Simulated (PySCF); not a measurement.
BCl3H2O2Si, SMILES B(O)(O)[Si](Cl)(Cl)Cl.

Coordinates come from a B3LYP-D3(BJ)/def2-SVP optimisation. This is a generated structure with no PubChem entry under its InChIKey; it may be hypothetical. The values are those of a single conformer.

These are PySCF with B3LYP/def2-TZVP values and carry that method's errors.

The molecule is in vacuum.

```json
{
  "total_energy": "-1847.05690 hartree",
  "point_group": "Cs",
  "highest_occupied_level": "-8.49 eV",
  "lowest_empty_level": "-1.29 eV",
  "orbital_gap": "7.20 eV",
  "dipole_moment": "2.22 D",
  "quadrupole, principal values (traceless, Buckingham form, about the centre of nuclear charge)": "-3.08, -2.11, 5.19 D·Å",
  "mean_static_polarisability": "80.4 bohr³ (11.92 Å³)",
  "polarisability_principal_values": "75.6, 81.4, 84.3 bohr³"
}
```
